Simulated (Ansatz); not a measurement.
`SB1OBS1`, charge 0, multiplicity 1.

Task: Give a relaxed structure at PBE0-D4/def2-TZVP (the Gaussian-basis code of Ansatz). (An estimate is asked.)

Result: Ansatz gave: 
Cartesian coordinates in Å:
```
S 1.138 1.725 -0.966
B 0.292 0.472 -0.024
O -0.371 -0.650 -0.517
B -0.688 -1.023 0.781
S 0.062 0.306 1.795
H 0.872 1.161 -2.158
H -1.305 -1.991 1.090
```
Point group Cs.
